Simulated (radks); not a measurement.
Problem. Isoelectronic series with 2 electrons, all held in the configuration [He], which need not be the ground one along the series. All-electron calculation, scalar-relativistic Kohn-Sham, PBEsol, spin-unpolarised, spherical densities, finite nucleus; Fermi nuclear charge, rms radius of each element as measured or else 0.836 A^(1/3) + 0.57 fm. Program: a radial shooting solver on a logarithmic mesh with Libxc functionals. Total energies (hartree) and mean radii <r> (bohr):

ion    E (hartree)       1s
He        -2.85786   0.9512
Be2+     -13.53621   0.4186
C4+      -32.22076   0.2685
O6+      -58.92618   0.1976
Ne8+     -93.67041   0.1562
Mg10+   -136.47630   0.1292
Si12+   -187.37187   0.1101
S14+    -246.39052  0.09583
Ar16+   -313.57112  0.08483
Ca18+   -388.95826  0.07606
Ti20+   -472.60214  0.06891
Cr22+   -564.55913  0.06296
Fe24+   -664.89151  0.05794
Ni26+   -773.66821  0.05363
Zn28+   -890.96411  0.04990
Ge30+  -1016.86159  0.04663
Se32+  -1151.45055  0.04375
Kr34+  -1294.82771  0.04118
Sr36+  -1447.09793  0.03889

Estimate the row of Zr38+.

Solution. E (hartree) -1608.37404; 1s 0.03681.
